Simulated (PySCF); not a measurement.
# Worked example: dipole moment from atomic charges

Sn(Br)(OH)2(NH2) (BrH4NO2Sn), SMILES [NH2][Sn]([OH])([OH])[Br]. Atoms are numbered in the order given.

```xyz
9

N      2.1659    -0.4435    -0.6915
Sn     0.2231     0.1995    -0.5500
O      0.0285     2.1872    -0.6270
O     -0.8275    -0.4298    -2.1278
Br    -0.6642    -0.6174     1.6632
H      2.2487    -1.3226    -0.1589
H      2.3613    -0.6790    -1.6766
H      0.3530     2.5738     0.2105
H     -1.6408     0.1083    -2.2056
```

Geometry: PBE-D3(BJ)/def2-SVP. The structure was generated by enumeration; whether it is a known compound was not checked. The def2 effective core potentials stand for the cores of Sn; spin–orbit coupling is left out. One conformer was computed; it need not be the lowest.

Charges (e) from PySCF with M06-2X/def2-TZVP:

| atom | Mulliken | ESP fit |
|---|---|---|
| N1 | -0.777 | -0.858 |
| Sn2 | 1.309 | 0.900 |
| O3 | -0.711 | -0.644 |
| O4 | -0.714 | -0.683 |
| Br5 | -0.327 | -0.221 |
| H6 | 0.270 | 0.315 |
| H7 | 0.273 | 0.393 |
| H8 | 0.337 | 0.382 |
| H9 | 0.341 | 0.416 |

The dipole moment of the full density is 0.79 D.

Problem. What dipole moment does each set of point charges give, and which comes closer to that of the density?

Solution. 
μ = Σ q r, and 1 e Å = 4.8032 D.
Mulliken: Σ q r = (0.208, -0.079, 0.057) e Å, |μ| = 1.10 D.
ESP fit: Σ q r = (0.125, -0.074, 0.042) e Å, |μ| = 0.72 D.
ESP fit comes closer in size. Point charges leave out the atoms' own dipoles (lone pairs, polarised bonds); fits to the potential absorb them, partitions of the density don't.
